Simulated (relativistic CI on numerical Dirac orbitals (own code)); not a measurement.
Hyperfine structure of As XIV, mass number 75

Computed by Dirac-Coulomb-Breit CI, separate exchange-only KLI orbitals for each configuration, model QED, unscaled Slater integrals (own radial code, finite nucleus).

Configuration list (outside the closed core [Ne]): 3s²3p⁶3d², 3s²3p⁵3d³, 3s3p⁶3d³, 3s²3p⁶3d4s, 3s²3p⁶3d4p, 3s²3p⁶3d4d, 3s²3p⁶4s², 3s²3p⁶3d4f, 3s²3p⁵3d²4s, 3s²3p⁶4s4p, 3s²3p⁶3d5s, 3s²3p⁶4p², 3p⁶3d⁴, 3p⁵3d⁵. Double excitations out of closed p, d and f shells are left out; levels of such configurations are missing from the list, as are those of other unlisted configurations, and high levels can miss mixing partners. These lack a partner that the ground configuration has and come out too high: 3s²3p⁵3d²4s.

Nuclear spin I = 3/2, μ = 1.4383 μN, Q = 0.311 b (tables of Stone and Pyykkö). The electronic factors are computed for point nuclear moments, without core polarisation or the Bohr-Weisskopf and QED corrections.

```json
{"Level": "3s²3p⁶3d² ³F2", "E (eV)": "0.0000", "A (MHz)": "3786", "B (MHz)": "361"}
{"Level": "3s²3p⁶3d² ³F3", "E (eV)": "0.7399", "A (MHz)": "2372", "B (MHz)": "418"}
{"Level": "3s²3p⁶3d² ³F4", "E (eV)": "1.5542", "A (MHz)": "1830", "B (MHz)": "577"}
{"Level": "3s²3p⁶3d² ¹D2", "E (eV)": "4.5410", "A (MHz)": "2302", "B (MHz)": "-523"}
{"Level": "3s²3p⁶3d² ³P1", "E (eV)": "5.2395", "A (MHz)": "86.38", "B (MHz)": "395"}
{"Level": "3s²3p⁶3d² ³P2", "E (eV)": "5.9912", "A (MHz)": "1586", "B (MHz)": "-733"}
{"Level": "3s²3p⁶3d² ¹G4", "E (eV)": "7.1863", "A (MHz)": "2423", "B (MHz)": "2250"}
{"Level": "3s²3p⁵3d³ ⁵D°2", "E (eV)": "78.8187", "A (MHz)": "4654", "B (MHz)": "2740"}
```

Levels with J = 0, under 50 % of one LS term, or S terms without an open s electron are left out. Small factors come from cancelling terms and can be off by tens of per cent or more.

At this charge energies of transitions that change n are usually good to better than 1 %, and those within a shell (Δn = 0) to a few per cent. Terms inside the open d or f shell come out 10 to 20 % too wide with unscaled integrals.

(1) Give the hyperfine levels of 3s²3p⁶3d² ³F2 relative to its centre of gravity.

Answers

(1) With K = F(F + 1) − I(I + 1) − J(J + 1), E = AK/2 + B[¾K(K + 1) − I(I + 1)J(J + 1)]/[2I(2I − 1)J(2J − 1)]: F = 1/2: -16720, F = 3/2: -11360, F = 5/2: -2119, F = 7/2: 11450 MHz.

LS names give the leading component of a level, which can be under half, so a name can repeat, a term be missing and a line seem to break the LS rules.
